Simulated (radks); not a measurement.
The terbium ion Tb+ inside a hard spherical wall (all orbitals vanish at R), configuration held at [Xe] 4f9 6s1 and not refilled when levels cross. All-electron calculation, scalar-relativistic Kohn-Sham, LDA (Slater exchange, VWN5 correlation), spin-polarised, spherical densities, finite nucleus; open shells are filled with parallel spins first (spin-orbit coupling, left out, can overturn this in heavy ions); Fermi nuclear charge, rms radius 5.06 fm. Program: a radial shooting solver on a logarithmic mesh with Libxc functionals. Eigenvalues in eV for spin up, with the zero of energy where the potential of the charges vanishes at infinity; a dash marks a level that is unbound or too diffuse for the functional's potential to be trusted. A positive occupied level is held by the wall or, in an anion where self-interaction has pushed it up, behind a barrier. The pressure on the wall is -dE/dV.

R (bohr)  E (hartree)  kinetic (hartree)    e(5s)    e(5p)    e(4f)   e(6s)  e(5d, empty)  e(6p, empty)  pressure (GPa)
free      -11700.2586          12587.773  -54.939  -32.060  -10.976  -9.357        -7.590        -5.800               0
20        -11700.2586          12587.773  -54.939  -32.060  -10.976  -9.357        -7.590        -5.800        < 0.0001
12        -11700.2586          12587.773  -54.937  -32.059  -10.974  -9.355        -7.588        -5.790        0.000327
10        -11700.2584          12587.776  -54.923  -32.045  -10.960  -9.341        -7.575        -5.728         0.00729
8         -11700.2555          12587.802  -54.806  -31.931  -10.844  -9.201        -7.461        -5.324           0.142
6         -11700.2244          12587.985  -54.196  -31.351  -10.222  -8.062        -6.760        -3.035            2.59
5         -11700.1481          12588.345  -53.342  -30.553   -9.305  -5.703        -5.563         0.906            12.4
4         -11699.8629          12589.620  -51.258  -28.569   -6.898   1.656        -2.238        11.660            80.0
3.5       -11699.4360          12591.522  -48.888  -26.170   -4.022  10.817         1.713        23.849             244
2.5       -11695.3775          12608.166  -33.708   -8.880   13.994  71.371        27.354        95.801            3720
1.5       -11646.8731          12769.567   91.673   137.79   110.61  470.87        209.14        523.26          161000
